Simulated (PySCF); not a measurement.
Job file and geometry (Å, from GFN2-xTB) of an NMR shielding run on `CC(=O)O[SiH2]O[C@@H](C)CF`, C5H11FO3Si, GIAO PBE0/pcSseg-1 NMR shielding, non-relativistic, gas phase in PySCF 2.14.0, density-fitted response routines; density fitting, a coarse starting grid and PySCF grid level 2 are the driver's defaults:

```
$ OMP_NUM_THREADS=1 python probes_run.py task.json out

{"job": {"kind": "nmr", "xc": "PBE0", "basis": "pcSseg-1"}, "charge": 0, "multiplicity": 1}
C      3.180190     1.590507    -0.230559
C      2.767982     0.147323    -0.118538
O      3.515775    -0.789570    -0.189284
O      1.462586     0.008909     0.072442
Si     0.711917    -1.475337     0.146074
O     -0.799144    -1.189811     0.630772
C     -1.914053    -0.635021    -0.007863
C     -2.986642    -0.360026     1.042023
C     -1.552527     0.647426    -0.754756
F     -0.833286     0.347994    -1.885045
H      2.691846     2.030637    -1.097553
H      2.853673     2.130976     0.654975
H      4.258189     1.661328    -0.337314
H      1.184551    -2.221106     1.295076
H      0.829796    -2.083098    -1.169903
H     -2.284261    -1.364648    -0.743119
H     -3.905381    -0.022240     0.571130
H     -2.636653     0.398778     1.737235
H     -3.184963    -1.271857     1.597682
H     -2.449415     1.181416    -1.081872
H     -0.919100     1.284362    -0.132074
```

Problem. What does the program print?

Solution. 
```
coarse grid: 18224 points
cycle   1  E = -811.1450842879  dE =  1.497e+00  |g| = 1.190e+00  |ddm| = 3.983e+00
cycle   2  E = -810.7409572705  dE =  4.041e-01  |g| = 1.921e+00  |ddm| = 2.112e+00
cycle   3  E = -811.3809950375  dE = -6.400e-01  |g| = 2.893e-01  |ddm| = 1.469e+00
cycle   4  E = -811.3951888107  dE = -1.419e-02  |g| = 1.016e-01  |ddm| = 2.355e-01
cycle   5  E = -811.3967958850  dE = -1.607e-03  |g| = 2.830e-02  |ddm| = 7.195e-02
cycle   6  E = -811.3969615027  dE = -1.656e-04  |g| = 5.842e-03  |ddm| = 2.360e-02
cycle   7  E = -811.3969668346  dE = -5.332e-06  |g| = 2.196e-03  |ddm| = 4.693e-03
final grid: 172288 points
cycle   8  E = -811.4936942079  dE = -3.720e-05  |g| = 1.533e-02  |ddm| = 2.838e-02
cycle   9  E = -811.4936352077  dE =  5.900e-05  |g| = 2.390e-02  |ddm| = 2.345e-02
cycle  10  E = -811.4937352547  dE = -1.000e-04  |g| = 2.634e-03  |ddm| = 1.512e-02
cycle  11  E = -811.4937365188  dE = -1.264e-06  |g| = 5.548e-04  |ddm| = 1.853e-03
cycle  12  E = -811.4937365675  dE = -4.871e-08  |g| = 1.892e-04  |ddm| = 5.208e-04
cycle  13  E = -811.4937365746  dE = -7.110e-09  |g| = 3.779e-05  |ddm| = 1.633e-04
cycle  14  E = -811.4937365748  dE = -2.442e-10  |g| = 1.550e-05  |ddm| = 3.845e-05
converged SCF energy = -811.4937365748

GIAO shielding tensors (ppm)
atom      isotropic    diamagn.    paramagn.     s11        s22        s33       span
  0 C      162.233     248.070     -85.837    138.922    153.926    193.850     54.928
  1 C       11.473     245.729    -234.256    -91.123     52.082     73.460    164.583
  2 O     -137.347     400.829    -538.176   -398.507   -246.819    233.286    631.793
  3 O      115.424     409.137    -293.714    -14.830    142.326    218.774    233.604
  4 Si     383.012     884.126    -501.114    361.416    381.455    406.166     44.750
  5 O      265.556     400.243    -134.686    236.688    243.176    316.806     80.118
  6 C      111.821     243.410    -131.590     92.573    104.709    138.180     45.606
  7 C      166.662     247.654     -80.993    145.886    165.203    188.897     43.011
  8 C       95.232     246.602    -151.370     61.936     82.656    141.104     79.168
  9 F      417.647     477.335     -59.688    377.853    410.298    464.791     86.938
 10 H       29.391      29.677      -0.286     25.618     29.354     33.201      7.583
 11 H       29.475      29.351       0.124     25.815     29.053     33.558      7.743
 12 H       29.919      25.603       4.316     25.865     28.037     35.854      9.988
 13 H       26.768      32.089      -5.321     22.343     25.642     32.318      9.976
 14 H       26.519      32.419      -5.900     23.623     24.765     31.168      7.545
 15 H       27.263      30.721      -3.458     24.017     26.101     31.672      7.655
 16 H       30.898      28.057       2.841     26.473     28.311     37.910     11.437
 17 H       30.590      30.411       0.178     26.941     29.372     35.456      8.515
 18 H       30.108      28.361       1.747     26.033     28.072     36.220     10.187
 19 H       27.079      30.583      -3.504     22.140     28.637     30.459      8.320
 20 H       26.861      33.353      -6.493     24.350     26.893     29.339      4.989
```

Problem. Turn these shieldings into chemical shifts. Referencing at the same level of theory: TMS for $^{13}$C (σ = 186.93 ppm) and $^{29}$Si (σ = 349.16 ppm) and $^{1}$H (σ = 31.72 ppm); $^{17}$O (σ = 336.08 ppm) against H2O; $^{19}$F (σ = 170.95 ppm) against CFCl3.

Solution. Averaging equivalent atoms: C 1: 175.5; C 8: 91.7; C 6: 75.1; C 0: 24.7; C 7: 20.3; O 2: 473.4; O 3: 220.7; O 5: 70.5; Si 4: -33.9; F 9: -246.7; H 14: 5.20; H 13: 4.95; H 20: 4.86; H 19: 4.64; H 15: 4.45; H 10/11/12: 2.12; H 16/17/18: 1.19 ppm. Unscaled 19F shifts against computed CFCl3 carry errors that often reach 10 to 50 ppm. Unscaled 17O shifts of doubly bonded oxygen tend to come out too high, by tens of ppm or more. Experimental scales use liquid or dissolved standards, which lie at an offset from isolated H2O (liquid H2O: subtract about 36 ppm).

Size and cost of the density-fitted run: 232 basis functions, 89 s wall time on 1 thread of an Arm Neoverse N1, shared host; peak memory 1.1 GiB.
